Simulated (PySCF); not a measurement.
Atom-mapped SMILES (the numbers label the heavy atoms): `[BH3-:1][N@H+:2]([CH3:3])[CH:4]1[CH2:5][CH2:6][CH2:7]1`; H(Xn) means a hydrogen on atom n. Ha(C5), Ha(C6), Ha(C7) are cis to N2 on the ring; Hb(C5), Hb(C6), Hb(C7) are trans to N2 on the ring.

Relativity neglected, equivalent nuclei averaged, one conformer, no solvent model. Couplings computed with B3LYP/pcJ-1 (spin–dipole term only in couplings to heteroatoms); σ from GIAO-PBE0/pcSseg-1; PBE0-D3(BJ)/def2-SVP structure; PySCF 2.14.0 with density-fitted response routines.

List the cross peaks expected in HSQC, COSY and HMBC spectra.

Answers



HSQC (one-bond C–H):
```tsv
δH	δC	$^{1}J$(C,H) (Hz)
2.72 (H(C4))	59.1 (C4)	153
2.49 (Hb(C7))	32.6 (C7)	153
2.27 (H(C3))	39.3 (C3)	145
2.06 (Hb(C5))	30.2 (C5)	147
1.71 (Ha(C7))	32.6 (C7)	137
1.57 (Ha(C6))	14.4 (C6)	148
1.54 (Hb(C6))	14.4 (C6)	140
1.38 (Ha(C5))	30.2 (C5)	135
```

COSY cross peaks (|J| ≥ 2 Hz):
```tsv
δH	δH	abs. J (Hz)	bonds
2.72 (H(C4))	2.49 (Hb(C7))	8.7	3
2.72 (H(C4))	2.06 (Hb(C5))	7.8	3
2.72 (H(C4))	1.71 (Ha(C7))	10.3	3
2.72 (H(C4))	1.38 (Ha(C5))	10.4	3
2.49 (Hb(C7))	2.06 (Hb(C5))	5.5	4
2.49 (Hb(C7))	1.71 (Ha(C7))	13.9	2
2.49 (Hb(C7))	1.54 (Hb(C6))	9.0	3
2.06 (Hb(C5))	1.54 (Hb(C6))	9.0	3
2.06 (Hb(C5))	1.38 (Ha(C5))	12.0	2
1.71 (Ha(C7))	1.57 (Ha(C6))	10.7	3
1.71 (Ha(C7))	1.54 (Hb(C6))	12.2	3
1.57 (Ha(C6))	1.54 (Hb(C6))	12.7	2
1.57 (Ha(C6))	1.38 (Ha(C5))	10.7	3
1.54 (Hb(C6))	1.38 (Ha(C5))	11.8	3
```

HMBC (two and three bonds, |J| ≥ 2.5 Hz):
```tsv
δH	δC [abs. J in Hz]
2.72 (H(C4))	32.6 (C7) [3.7]
2.49 (Hb(C7))	59.1 (C4) [3.5], 30.2 (C5) [13.3]
2.27 (H(C3))	59.1 (C4) [4.6]
2.06 (Hb(C5))	59.1 (C4) [2.5], 32.6 (C7) [12.3]
1.81 (H(B1))	59.1 (C4) [5.3], 39.3 (C3) [6.8]
1.71 (Ha(C7))	59.1 (C4) [5.9], 14.4 (C6) [4.4]
1.57 (Ha(C6))	59.1 (C4) [15.2], 32.6 (C7) [2.7], 30.2 (C5) [2.8]
1.54 (Hb(C6))	32.6 (C7) [3.7], 30.2 (C5) [3.7]
1.38 (Ha(C5))	59.1 (C4) [5.2], 14.4 (C6) [4.7]
```

Referencing at the same level of theory: TMS for $^{1}$H (σref 31.27), $^{13}$C (σref 184.41).

Short H···H contacts in this conformer between protons four or more bonds apart (candidates for NOE cross peaks, intensity ∝ r⁻⁶): H(B1)···H(C3) 2.43 Å, H(C3)···H(C4) 2.48 Å, H(B1)···H(C4) 2.51 Å, H(C3)···Ha(C5) 2.61 Å, H(B1)···Ha(C7) 2.68 Å, H(B1)···Hb(C7) 2.71 Å.

OH and NH positions are those of a molecule without intermolecular hydrogen bonds; in solution they move with solvent, concentration and temperature, and exchange usually removes their couplings. Hydrogens on boron are broadened and split by $^{11}$B (spin 3/2, 80 %) and 10B (spin 3). Unscaled 3J(H,H) at this level run about 10 % above measured values. Shifts are as computed. Against solution values, carbons near 30 ppm lie about +2 ppm off and those near 130 ppm about +5 ppm. Of 1313 compounds with measured shifts, 239 miss one by over three times the rms of a fit or turn the order of signals round; such compounds aren't used in these exercises. Only one conformer was computed, so three-bond couplings in flexible chains and rings are approximate.
